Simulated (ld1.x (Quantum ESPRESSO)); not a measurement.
## Cutoff test, phosphorus, PAW

phosphorus, PAW, made with ld1.x (Quantum ESPRESSO) 7.5 (PBE, scalar-relativistic). Core [Ne], reference 3s2 3p1 (charge +2). Waves: 3s (bound): rcut 1.40, rcutus 1.75 bohr; 3s channel at 1.8 Ry: rcut 1.40, rcutus 1.75 bohr; 3p (bound): rcut 1.25, rcutus 1.45 bohr; 3p channel at -1.45 Ry: rcut 1.25, rcutus 1.45 bohr; 3d channel at 0.25 Ry: rcut 1.15, rcutus 1.60 bohr; 3d channel at 1.55 Ry: rcut 1.15, rcutus 1.60 bohr. Local part: all-electron potential smoothed inside 1.50 bohr (lloc = -1). Core correction: Bessel-smoothed model core inside 0.70 bohr. Augmentation charge: PSQ, inside the norm-conserving radii.

The pseudo-atom Hamiltonian at the reference potential is diagonalised in spherical Bessel functions j_l(qr) that vanish at 20 bohr, with q² up to the cutoff. All-electron valence levels (Ry): 3s -2.4957, 3p -1.7842.

Question: How do the lowest levels (Ry) of each channel move with the cutoff, and are there ghosts?

Answer:

```csv
cutoff (Ry),s #1,p #1,p #2,d #1,d #2,f #1,Σ f·Δε (mRy)
8,-2.4945,-1.7766,-0.6058,-0.7936,-0.3410,-0.2915,10.2
10,-2.4951,-1.7824,-0.6087,-0.8152,-0.3481,-0.2917,3.2
12,-2.4954,-1.7832,-0.6094,-0.8332,-0.3540,-0.2918,1.7
15,-2.4954,-1.7833,-0.6095,-0.8480,-0.3589,-0.2919,1.6
18,-2.4955,-1.7836,-0.6095,-0.8646,-0.3644,-0.2919,1.2
21,-2.4956,-1.7838,-0.6096,-0.8720,-0.3669,-0.2919,0.7
25,-2.4957,-1.7841,-0.6096,-0.8770,-0.3684,-0.2919,0.3
30,-2.4957,-1.7841,-0.6096,-0.8808,-0.3697,-0.2919,0.2
400,-2.4958,-1.7842,-0.6097,-0.8827,-0.3703,-0.2919,0.0
```

Result: no extra level below or beside the all-electron valence levels (s, p, d, f tested); 10 mRy is reached at 10 Ry and 1 mRy at 21 Ry.
